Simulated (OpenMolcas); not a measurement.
Pd4+ with its 6 nearest fluoride ions at 1.929 Å, on the Ga site of K2NaGaF6 (a = 8.246 Å, distance in the model lattice 1.938 Å). The rest of the host is ab initio model potentials to 7.6 Å, with orthogonalisation functions on the cations behind the ligands, and point charges beyond; the distance is set by hand and nothing relaxes, and no local charge compensation is placed. Ligand basis ANO-RCC-VDZP.
```
Pd    0.0000    0.0000    0.0000
F     1.9290    0.0000    0.0000
F     0.0000    1.9290    0.0000
F    -1.9290    0.0000    0.0000
F     0.0000   -1.9290    0.0000
F     0.0000    0.0000    1.9290
F     0.0000    0.0000   -1.9290
```

* Program: OpenMolcas 26.06
* Method: CASSCF
* Basis: ANO-RCC-VTZP [7s6p4d2f1g]
* Scalar Hamiltonian: DKH2, point nucleus
* Active space: 6 electrons in 5 orbitals (4d)
* State averaging: 2S+1 = 5 even, 5 roots; 2S+1 = 3 even, 45 roots; 2S+1 = 1 even, 50 roots
* Spin-orbit coupling: RASSI with atomic mean-field integrals over the reference wave functions

(1) What is the spin-free ground state (labels of O, the rotations of Oh)?

(2) Where is the first state of the same spin?

(3) What are the lowest two levels with spin-orbit coupling?

(4) What is χT at 300 K, and how does it compare with the textbook value?

Results:

(1) 1A1, 1-fold in its orbital part; d6 allows 2S+1 = 5, so this is a state of lower spin.

(2) 1T1 at 25200 cm-1 above the ground state.

(3) A 1-fold level, then a 2-fold level 18934 cm-1 above it. Their leading multiplicities are 1 (98 %) and 3 (98 %).

(4) The lowest level has 2S+1 = 1, for which the spin-only value is χT = S(S+1) / 2 = 0.000 cm3 K/mol (g = 2). The computed 0.015 at 300 K differs by +0.015, through orbital momentum, spin-orbit coupling and any other state in reach.

Without dynamic correlation the repulsion within the d shell is too large (B by tens of per cent), so at a given field states of lower spin stand too high. The least metal-like active orbital is 65 % on the metal (Löwdin) and no ligand orbital is active, so the numbers are rough, and ground spin, moment and any spin crossover can be artefacts of this space; highly charged d ions in such sites are as a rule low spin. With metal d orbitals alone the field can be off either way by tens of per cent. Ligand-to-metal charge-transfer states are missing. With no ligand orbital active B as a rule stays too high, so bands that hang on it stand too high and its fall with covalency is understated. No measured value stands beside these numbers; the geometry was set by hand and not optimised.
